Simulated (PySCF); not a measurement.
Anthracene, SMILES c1ccc2cc3ccccc3cc2c1, GFN2-xTB optimised geometry.

```
24

C      2.83    -2.39     0.00
C      3.52    -1.16     0.00
C      2.83     0.02     0.00
C      1.41     0.03     0.00
C      0.68     1.22     0.00
C     -0.71     1.22     0.00
C     -1.47     2.42     0.00
C     -2.83     2.39     0.00
C     -3.52     1.16     0.00
C     -2.83    -0.02     0.00
C     -1.41    -0.03     0.00
C     -0.68    -1.22     0.00
C      0.71    -1.22     0.00
C      1.47    -2.42     0.00
H      3.39    -3.31     0.00
H      4.60    -1.16     0.00
H      3.35     0.96     0.00
H      1.21     2.16     0.00
H     -0.93     3.36     0.00
H     -3.39     3.31     0.00
H     -4.60     1.16     0.00
H     -3.35    -0.96     0.00
H     -1.21    -2.16     0.00
H      0.93    -3.36     0.00
```

Density from CAM-B3LYP/def2-SVP (PySCF 2.14.0) at that geometry.

Minimum of the electron density along straight lines between bonded atoms, close to the bond critical point (lines longer than 1.1 times the sum of covalent radii, or with two minima, are not listed):

| bond | length / Å | ρ at the minimum / e bohr⁻³ | ∇²ρ there / e bohr⁻⁵ | position (fraction from the first atom) |
|---|---|---|---|---|
| C1–C2 | 1.411 | 0.301 | -0.77 | 0.50 |
| C2–C3 | 1.361 | 0.327 | -0.86 | 0.50 |
| C3–C4 | 1.418 | 0.298 | -0.76 | 0.50 |
| C4–C5 | 1.392 | 0.311 | -0.80 | 0.50 |
| C5–C6 | 1.392 | 0.311 | -0.80 | 0.50 |
| C6–C7 | 1.418 | 0.298 | -0.76 | 0.50 |
| C7–C8 | 1.361 | 0.327 | -0.86 | 0.50 |
| C8–C9 | 1.411 | 0.301 | -0.77 | 0.50 |
| C9–C10 | 1.361 | 0.327 | -0.86 | 0.50 |
| C6–C11 | 1.430 | 0.292 | -0.73 | 0.50 |
| C10–C11 | 1.418 | 0.298 | -0.76 | 0.50 |
| C11–C12 | 1.392 | 0.311 | -0.80 | 0.50 |
| C4–C13 | 1.430 | 0.292 | -0.73 | 0.50 |
| C12–C13 | 1.392 | 0.311 | -0.80 | 0.50 |
| C1–C14 | 1.361 | 0.327 | -0.86 | 0.50 |
| C13–C14 | 1.418 | 0.298 | -0.76 | 0.50 |
| C1–H15 | 1.080 | 0.284 | -1.09 | 0.63 |
| C2–H16 | 1.080 | 0.284 | -1.09 | 0.63 |
| C3–H17 | 1.081 | 0.283 | -1.08 | 0.63 |
| C5–H18 | 1.082 | 0.283 | -1.08 | 0.63 |
| C7–H19 | 1.081 | 0.283 | -1.08 | 0.63 |
| C8–H20 | 1.080 | 0.284 | -1.09 | 0.63 |
| C9–H21 | 1.080 | 0.284 | -1.09 | 0.63 |
| C10–H22 | 1.081 | 0.283 | -1.08 | 0.63 |
| C12–H23 | 1.082 | 0.283 | -1.08 | 0.63 |
| C14–H24 | 1.081 | 0.283 | -1.08 | 0.63 |
